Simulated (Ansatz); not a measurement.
Cartesian coordinates in Å:
```
C -1.431 0.752 1.042
Ti -0.010 0.439 -0.412
C 1.823 0.332 0.517
C -0.384 -1.393 -1.269
F -0.038 1.723 -1.617
H -1.574 -0.172 1.614
H -1.095 1.541 1.723
H -2.388 1.050 0.601
H 2.184 1.328 0.792
H 1.735 -0.280 1.422
H 2.551 -0.135 -0.156
H -0.107 -2.186 -0.565
H 0.187 -1.520 -2.194
H -1.452 -1.482 -1.499
```

Total charge 0; spin multiplicity 1.

Question: List the r2SCAN/def2-TZVPP orbital energies in eV (Ansatz 0.2.0). (Estimate.)

Answer: The calculation gave: Occupied: -4856.36, -665.69, -538.17, -448.31, -448.26, -448.26, -272.36, -272.36, -272.36, -63.35, -39.75, -39.24, -39.24, -29.59, -17.66, -17.43, -17.43, -10.83, -10.42, -10.42, -10.26, -10.26, -10.24, -9.82, -9.82, -9.81, -7.09, -6.79, -6.79. Lowest empty: -2.71, -2.71, -1.47, -1.16, -1.16, 0.18, 1.82, 1.82.
